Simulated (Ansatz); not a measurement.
Geometry optimisation, RKS PBE0/6-31G* in Ansatz.

input.yaml

```yaml
crystal:
  periodic: [false, false, false]
  atoms:
    - { symbol: Al, position_ang: [-0.077489, -0.244645, -0.130769] }
    - { symbol: O, position_ang: [-0.35119, -0.859117, 1.497461] }
    - { symbol: H, position_ang: [-1.247763, -1.149992, 1.702339] }
    - { symbol: H, position_ang: [1.44153, -0.049894, -0.541683] }
    - { symbol: H, position_ang: [-1.327113, -0.139107, -1.110237] }
    - { symbol: O, position_ang: [-0.15429, 2.10933, 1.673898] }
    - { symbol: Al, position_ang: [1.024429, 3.048105, 2.523419] }
    - { symbol: H, position_ang: [1.56556, 2.452664, 3.898677] }
    - { symbol: H, position_ang: [1.437793, 4.452387, 1.898659] }
    - { symbol: H, position_ang: [-0.334967, 1.25347, 2.132536] }
basis:
  gaussian: { orbitals: "6-31G*" }
hamiltonian:
  xc: pbe0
relax:
  f_tol: 0.03
  max_steps: 50
```

Run as:

```bash
$ ansatz run input.yaml --threads 1 --pin off --max-ram 2048MiB --backend cpu --events-out ev --progress --plain --runs-dir out
```

**Question.** Where does it end, and by what steps?

**Answer.** The forces met the threshold. The force dipped under the threshold on the way, but the program's further checks kept it going. After 24 steps the energy has fallen by 1.572 eV; H4 moved furthest, 1.65 Å. Joined: Al1–O6 (2.97 → 1.85 Å), Al1–Al7 (4.37 → 2.72 Å), H4–Al7 (4.38 → 1.76 Å).

```json
{"step": "0", "energy less start (eV)": "0.0000", "largest force component (eV/Å)": "0.960", "accepted": "yes"}
{"step": "1", "energy less start (eV)": "-0.1538", "largest force component (eV/Å)": "0.466", "accepted": "yes"}
{"step": "2", "energy less start (eV)": "-0.3671", "largest force component (eV/Å)": "0.630", "accepted": "yes"}
{"step": "3", "energy less start (eV)": "-0.5349", "largest force component (eV/Å)": "0.619", "accepted": "yes"}
{"step": "4", "energy less start (eV)": "-0.5968", "largest force component (eV/Å)": "0.462", "accepted": "yes"}
{"step": "5", "energy less start (eV)": "-0.6292", "largest force component (eV/Å)": "0.286", "accepted": "yes"}
{"step": "6", "energy less start (eV)": "-0.6602", "largest force component (eV/Å)": "0.241", "accepted": "yes"}
{"step": "7", "energy less start (eV)": "-0.6893", "largest force component (eV/Å)": "0.193", "accepted": "yes"}
{"step": "8", "energy less start (eV)": "-0.7029", "largest force component (eV/Å)": "0.240", "accepted": "yes"}
{"step": "9", "energy less start (eV)": "-0.7180", "largest force component (eV/Å)": "0.358", "accepted": "yes"}
{"step": "10", "energy less start (eV)": "-0.7608", "largest force component (eV/Å)": "0.412", "accepted": "yes"}
{"step": "11", "energy less start (eV)": "-0.9025", "largest force component (eV/Å)": "0.346", "accepted": "yes"}
{"step": "12", "energy less start (eV)": "-1.1188", "largest force component (eV/Å)": "0.510", "accepted": "yes"}
{"step": "13", "energy less start (eV)": "-1.3659", "largest force component (eV/Å)": "0.542", "accepted": "yes"}
{"step": "14", "energy less start (eV)": "-1.4963", "largest force component (eV/Å)": "0.361", "accepted": "yes"}
{"step": "15", "energy less start (eV)": "-1.5184", "largest force component (eV/Å)": "0.523", "accepted": "yes"}
{"step": "16", "energy less start (eV)": "-1.5502", "largest force component (eV/Å)": "0.184", "accepted": "yes"}
{"step": "17", "energy less start (eV)": "-1.5472", "largest force component (eV/Å)": "0.372", "accepted": "no"}
{"step": "18", "energy less start (eV)": "-1.5626", "largest force component (eV/Å)": "0.122", "accepted": "yes"}
{"step": "19", "energy less start (eV)": "-1.5680", "largest force component (eV/Å)": "0.357", "accepted": "yes"}
{"step": "20", "energy less start (eV)": "-1.5635", "largest force component (eV/Å)": "0.133", "accepted": "no"}
{"step": "21", "energy less start (eV)": "-1.5720", "largest force component (eV/Å)": "0.053", "accepted": "yes"}
{"step": "22", "energy less start (eV)": "-1.5722", "largest force component (eV/Å)": "0.027", "accepted": "yes"}
{"step": "23", "energy less start (eV)": "-1.5724", "largest force component (eV/Å)": "0.030", "accepted": "yes"}
{"step": "24", "energy less start (eV)": "-1.5725", "largest force component (eV/Å)": "0.024", "accepted": "yes"}
```

```xyz
10
Properties=species:S:1:pos:R:3
Al -0.284 0.441 0.614
O -0.424 -0.988 1.554
H -0.543 -1.845 1.136
H 1.353 1.103 0.629
H -0.864 0.585 -0.853
O -0.620 1.835 1.790
Al 1.180 2.388 1.814
H 1.866 1.961 3.182
H 1.394 3.770 1.065
H -1.081 1.625 2.614
```

Run time: 52 s on 1 thread of Intel(R) Xeon(R) 6975P-C (Granite Rapids), on a shared host, peak memory 0.17 GiB.
